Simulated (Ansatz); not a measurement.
Gas-phase reaction R1 + R2 → P1 + P2, each structure at its B3LYP-D3(BJ)/def2-TZVP stationary point, reached from a drawn start (curvature not checked).
P1: Cl atom, charge 0, multiplicity 2.
P2, H2O (SMILES O) (charge 0, multiplicity 1):
```tsv
atom	x (Å)	y (Å)	z (Å)
O	0.0000	0.0000	0.3896
H	0.0000	0.7650	-0.1949
H	0.0000	-0.7650	-0.1949
```
R1: OH (SMILES [OH]), charge 0, multiplicity 2.
R2: HCl (SMILES Cl), charge 0, multiplicity 1.

P less R. No zero-point or thermal terms; singlets are restricted closed shells; open shells are unrestricted; no spin–orbit coupling.

Frozen-core correlation throughout.

Programs: Ansatz (a program for electronic structure). Each number belongs to the level named beside it.

Estimate the reaction energy that CCSD(T)/cc-pV(Q+d)Z returns for this input.

-76 kJ/mol

Estimate the reaction energy that BLYP/def2-TZVPP returns for this input.

-75 kJ/mol

Predict the reaction energy from SCS-MP2/cc-pV(D+d)Z.

-71 kJ/mol
